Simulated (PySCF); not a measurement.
3-chlorothiophenol, C6H5ClS.
SMILES with atom numbers: `[SH:1][c:2]1[cH:3][cH:4][cH:5][c:6]([Cl:7])[cH:8]1` (hydrogens: H9 on S1; H10 on C3; H11 on C4; H12 on C5; H13 on C8)

Theory: PBE0-D3(BJ)/def2-SVP geometry optimisation, gas phase (PySCF 2.14.0).

(1) Give the optimised bond lengths and angles.

Answers

(1) 
```
  bond  length (Å)
 S1–C2       1.764
 C2–C3       1.401
 C3–C4       1.391
 C4–C5       1.393
 C5–C6       1.393
C6–Cl7       1.733
 C6–C8       1.393
 C2–C8       1.399
 S1–H9       1.349
C3–H10       1.092
C4–H11       1.093
C5–H12       1.090
C8–H13       1.091
```

A selection of angles:
```
    angle  degrees
 C2–S1–H9     96.7
 S1–C2–C3    117.8
 S1–C2–C8    122.7
 C3–C2–C8    119.5
 C2–C3–C4    120.0
C2–C3–H10    119.9
C4–C3–H10    120.1
 C3–C4–C5    121.1
C3–C4–H11    119.5
C5–C4–H11    119.5
 C4–C5–C6    118.5
C4–C5–H12    121.5
C6–C5–H12    120.0
C5–C6–Cl7    119.6
 C5–C6–C8    121.5
Cl7–C6–C8    118.9
C6–C8–H13    119.3
 C2–C8–C6    119.4
C2–C8–H13    121.3
```

Dihedral angles: H9–S1–C2–C3 180° (antiperiplanar).

Of the pairs four or more bonds apart, H9···H13 is among the closest relative to their van der Waals radii: 2.35 Å, 98 % of the sum of Bondi's values. The 6-membered ring C2–C3–C4–C5–C6–C8 has internal angles of 118.5° to 121.5°; it is planar, 0.00 Å rms from its mean plane, widest ring torsion 0°. S1 (thiol sulfur) is bent (angle 96.7°). The 8 heavy atoms lie in one plane (0.000 Å rms).

Point group: Cs (tolerance 0.08 Å). PBE0-D3(BJ)/def2-SVP frequencies: not computed here. The numbers are those of one conformer (H–S1–C2–C3 180°).
